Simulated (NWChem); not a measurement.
System: vinylene carbonate (C3H2O3); SMILES O=c1occo1

```xyz
8

O      0.0000     0.0000    -1.9971
C      0.0000     0.0000    -0.8011
O      0.0000     1.1146     0.0186
C      0.0000     0.6738     1.3252
C      0.0000    -0.6738     1.3252
O      0.0000    -1.1146     0.0186
H      0.0000     1.4281     2.1167
H      0.0000    -1.4281     2.1167
```
Atoms are numbered in this order, from 1.

All runs: NWChem. All runs use the structure optimised with PBE-D3(BJ)/def2-SVP. Atomic charges in e: unrestrained fits to the electrostatic potential beside Mulliken populations; buried atoms are poorly determined by the fit.

Problem. Estimate the computed values for B3LYP/def2-SVP. Quantities: ESP O1; Mulliken O1; ESP C2; Mulliken C2; ESP O3; Mulliken O3; ESP C4; Mulliken C4; ESP C5; Mulliken C5; relative RMS misfit of the potential (%).

Solution. 
```yaml
ESP O1: -0.54
Mulliken O1: -0.17
ESP C2: 0.86
Mulliken C2: 0.32
ESP O3: -0.29
Mulliken O3: -0.25
ESP C4: -0.03
Mulliken C4: 0.12
ESP C5: -0.03
Mulliken C5: 0.12
relative RMS misfit of the potential (%): 23
```
